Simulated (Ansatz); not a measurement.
The first iterations of a band of a periodic cell of 17 atoms, CuSi$_{16}$ (host Si, host structure diamond, interstitial Cu), cell charge +1.

Method: Ansatz, DFT PBEsol, scalar-relativistic, plane waves, PAW. Settings: PAW set soft_1, cutoff 420 eV, k mesh 2x2x2, gaussian smearing 0.02 eV, no spin polarisation.

```json
{
  "movable images": "3",
  "climbing image": "yes",
  "spring": "5.0 eV/Å²",
  "optimiser": "fire",
  "start path": "default",
  "force threshold": "0.05 eV/Å",
  "iteration limit": "48",
  "end points": "relaxed",
  "largest step": "1.0 Å"
}
```

Image 0:

```xyz
17
Lattice="0.0000 5.4300 5.4300 5.4300 0.0000 5.4300 5.4300 5.4300 0.0000" Properties=species:S:1:pos:R:3
Si 0.066 0.041 -0.067
Si 1.368 1.313 1.403
Si 2.784 2.713 0.003
Si 4.124 4.145 1.305
Si 2.561 -0.150 2.865
Si 4.023 1.310 4.061
Si 5.424 2.711 2.644
Si 6.645 3.927 4.212
Si 0.068 2.784 2.676
Si 1.418 4.136 4.011
Si 2.770 5.488 2.660
Si 4.127 6.841 4.001
Si 2.752 2.783 5.362
Si 4.024 4.082 6.835
Si 5.428 5.495 5.431
Si 6.857 6.839 6.732
Cu 3.907 6.613 6.951
```

Image 4:

```xyz
17
Lattice="0.0000 5.4300 5.4300 5.4300 0.0000 5.4300 5.4300 5.4300 0.0000" Properties=species:S:1:pos:R:3
Si -0.136 0.140 0.150
Si 1.433 1.366 1.363
Si 2.765 2.666 -0.075
Si 4.066 4.002 1.360
Si 2.771 -0.070 2.665
Si 4.074 1.355 4.011
Si 5.498 2.659 2.663
Si 6.840 4.017 4.012
Si 0.012 2.764 2.760
Si 1.208 4.223 4.223
Si 2.665 5.421 2.758
Si 4.136 6.724 4.028
Si 2.669 2.760 5.426
Si 4.141 4.037 6.719
Si 5.486 5.370 5.361
Si 6.820 6.717 6.717
Cu 2.560 8.309 8.328
```

| iteration | highest image above the first end (eV) | largest band force component (eV/Å) |
| --- | --- | --- |
| 1 | 0.719 | 2.264 |
| 2 | 0.504 | 1.357 |
| 3 | 0.336 | 0.766 |
| 4 | 0.320 | 0.841 |
| 5 | 0.306 | 0.764 |
| 6 | 0.284 | 0.622 |
| 7 | 0.259 | 0.437 |
| 8 | 0.239 | 0.293 |
| 9 | 0.226 | 0.284 |
| 10 | 0.219 | 0.284 |
| 11 | 0.212 | 0.424 |
| 12 | 0.199 | 0.495 |
| 13 | 0.177 | 0.459 |
| 14 | 0.146 | 0.311 |
| 15 | 0.118 | 0.264 |

Q: Does the band converge within its limit, and where does its top end?

A: The forces met the threshold. It ended after 46 iterations with the highest image 0.016 eV above the first end. A structure lower than the first end lies on the path between it and the top, so the climb from that side starts below the end, which may itself be a saddle point or a shallow side well. The order of the stationary point at the top wasn't checked. Limits of this set-up: PAW files made for another functional, a small cell, in which the defect meets its images, charged cell in a uniform background, uncorrected.

Run time: 17 min on 1 thread of Arm Neoverse V1 (shared host), peak memory 0.76 GiB.
